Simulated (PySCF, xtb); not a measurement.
C3H6BNO, SMILES C#CB(N)OC. One conformer was computed; it need not be the lowest.

Harmonic wavenumbers (cm⁻¹) from GFN2-xTB in xtb 6.7.1 at its own minimum, in rising order: 34, 117, 153, 197, 236, 368, 431, 502, 521, 535, 672, 686, 695, 800, 1077, 1140, 1147, 1260, 1336, 1418, 1478, 1484, 1514, 2223, 2936, 2948, 2961, 3356, 3523, 3572.

What does PBE0-D3(BJ)/def2-SVP in PySCF 2.14.0 give at its own minimum? (Estimate from the structure and the level; the computed values follow.)

57, 131, 145, 237, 265, 403, 412, 540, 563, 645, 682, 724, 745, 850, 1151, 1189, 1191, 1336, 1420, 1473, 1477, 1504, 1594, 2195, 3035, 3128, 3135, 3478, 3652, 3772. Paired by order, the mean absolute difference is 64 cm⁻¹ and the zero-point energies are 56.2 and 58.8 kcal/mol.
